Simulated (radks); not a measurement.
Problem. The platinum ion Pt+, configuration [Xe] 4f14 5d9. Calculated with a radial shooting solver on a logarithmic mesh with Libxc functionals: scalar-relativistic Kohn-Sham, PBEsol, spin-polarised, spherical densities, finite nucleus; open shells are filled with parallel spins first (spin-orbit coupling, left out, can overturn this in heavy ions); Fermi nuclear charge, rms radius 5.427 fm; hard spherical wall at 1.5 bohr. Some entries of the table are withheld. Estimate them.

orbital,occ.,eigenvalue (hartree),<1/r> (bohr^-1)
1s up,1,-2874.635,93.88
1s down,1,-2874.635,93.88
2s up,1,-500.8067,22.00
2s down,1,-500.7977,22.00
2p up,3,-433.5063,19.66
2p down,3,-433.4988,19.66
3s up,1,-114.1081,8.147
3s down,1,-114.1039,8.147
3p up,3,-94.50777,7.452
3p down,3,-94.50315,7.452
3d up,5,-73.14515,7.018
3d down,5,-73.13815,7.018
4s up,1,-21.23910,3.466
4s down,1,-21.22998,3.465
4p up,3,-14.86292,3.123
4p down,3,-14.85430,3.123
4d up,5,-7.10503,2.774
4d down,5,-7.09529,2.774
5s up,1,-0.07797,1.547
5s down,1,-0.04652,1.549
4f up,7,1.49090,2.315
4f down,7,1.50322,2.316
5p up,3,1.98925,1.476
5p down,3,2.02324,1.477
5d up,5,4.92496,1.448
5d down,4,4.96034,1.448
5f up,0,8.56677,(1)
5f down,0,8.60028,(2)
6s up,0,11.81214,1.701
6s down,0,11.83773,1.701
6p up,0,14.22793,1.722
6p down,0,14.25303,1.722

Solution. 
(1) 5f up <1/r> (bohr^-1): 1.527
(2) 5f down <1/r> (bohr^-1): 1.526
